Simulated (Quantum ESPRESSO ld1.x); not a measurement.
Results of a calculation; reference values are marked as such.
Isoelectronic series with 16 electrons, all held in the configuration [Ne] 3s2 3p4, which need not be the ground one along the series. Code: ld1.x of Quantum ESPRESSO 7.5. Model: Dirac Kohn-Sham, relativistic LDA (MacDonald-Vosko exchange, VWN5 correlation), spin-unpolarised, spherical densities, point nucleus; open shells are shared between the two j in proportion to 2j + 1. Total energies (hartree) and orbital eigenvalues (hartree):

| ion | E (hartree) | 3p3/2 | 3p1/2 | 3s1/2 |
|---|---|---|---|---|
| S | -397.636 | -0.26019 | -0.26335 | -0.63447 |
| Cl+ | -459.364 | -0.71525 | -0.72061 | -1.17738 |
| Ar2+ | -525.869 | -1.30158 | -1.30992 | -1.85321 |
| K3+ | -597.147 | -2.01110 | -2.02336 | -2.65350 |
| Ca4+ | -673.201 | -2.83987 | -2.85714 | -3.57433 |
| Sc5+ | -754.036 | -3.78561 | -3.80916 | -4.61356 |
| Ti6+ | -839.661 | -4.84689 | -4.87817 | -5.76995 |
| V7+ | -930.084 | -6.02275 | -6.06342 | -7.04276 |
| Cr8+ | -1025.318 | -7.31255 | -7.36447 | -8.43157 |
| Mn9+ | -1125.375 | -8.71582 | -8.78111 | -9.93618 |
| Fe10+ | -1230.269 | -10.2323 | -10.3132 | -11.5565 |
| Co11+ | -1340.015 | -11.8616 | -11.9609 | -13.2927 |
| Cu13+ | -1574.124 | -15.4587 | -15.6035 | -17.1130 |
| Zn14+ | -1698.523 | -17.4262 | -17.5988 | -19.1977 |
| Ga15+ | -1827.841 | -19.5063 | -19.7104 | -21.3991 |
| Ge16+ | -1962.099 | -21.6990 | -21.9389 | -23.7176 |
| As17+ | -2101.316 | -24.0044 | -24.2844 | -26.1536 |

Estimate the row of Ni12+.

Answer. E (hartree) -1454.628; 3p3/2 -13.6038; 3p1/2 -13.7243; 3s1/2 -15.1448.
